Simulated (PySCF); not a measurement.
**Vertical excitation energies**

Species: C₂H₆OSi.
InChI=1S/C2H6OSi/c1-2(3)4/h1,4H3

Computed with TDDFT CAM-B3LYP/def2-SVPD, vertical, gas phase, core orbitals frozen in the response in PySCF. Isolated species at its GFN2-xTB geometry, gas phase.

Q: List the vertical singlet excitations with oscillator strengths and describe the spectrum.

A: 

```tsv
state	E (eV)	ν̃ (cm⁻¹)	f	main configurations (H = HOMO, L = LUMO)
S1	3.56	28730	0.0009	H→L (96%)
S2	6.37	51350	0.0030	H→L+1 (86%), H→L+2 (9%)
S3	7.05	56860	0.084	H→L+3 (45%), H→L+2 (30%), H→L+5 (12%)
S4	7.19	57950	0.083	H→L+2 (35%), H→L+3 (30%), H→L+4 (25%)
S5	7.42	59830	0.071	H→L+5 (72%), H→L+2 (15%)
S6	7.81	62970	0.0023	H-4→L (48%), H-2→L (43%)
S7	7.86	63410	0.011	H→L+4 (62%), H→L+3 (14%)
S8	8.23	66360	0.0023	H-2→L (37%), H-4→L (33%), H→L+6 (22%)
```

Triplets, Tamm–Dancoff:

| state | E (eV) | λ (nm) | main configurations (H = HOMO, L = LUMO) |
| --- | --- | --- | --- |
| T1 | 2.92 | 425.1 | H→L (96%) |
| T2 | 5.75 | 215.6 | H-3→L (43%), H-1→L (41%), H-7→L (9%) |
| T3 | 6.14 | 202.0 | H→L+1 (66%), H→L+2 (28%) |

The lowest singlet comes at 348 nm (344 kJ/mol) in the ultraviolet; it is very weak; its leading configuration is HOMO→LUMO (96%). The largest oscillator strength of a single state is 0.084. S1 has the pattern of n→π* at C=O. Orbital energies (eV): HOMO-3 -12.17, HOMO-2 -11.55, HOMO-1 -11.46, HOMO -8.35, LUMO -0.01, LUMO+1 0.97, LUMO+2 1.40. Of the 8 states listed, 4 reach f = 0.01 and none stays under 0.0005. The oscillator strengths of these states sum to 0.258; summed over the whole spectrum of an exact calculation they would give the number of electrons, 40 (Thomas–Reiche–Kuhn). No computed singlet lies in the visible range (380 to 750 nm); the lowest, at 348 nm, stands 0.30 eV above its violet end (3.26 eV); a Tamm–Dancoff triplet lies at 425 nm, without intensity as long as spin–orbit coupling is left out. Singlets were solved by full linear response, triplets in the Tamm–Dancoff approximation.
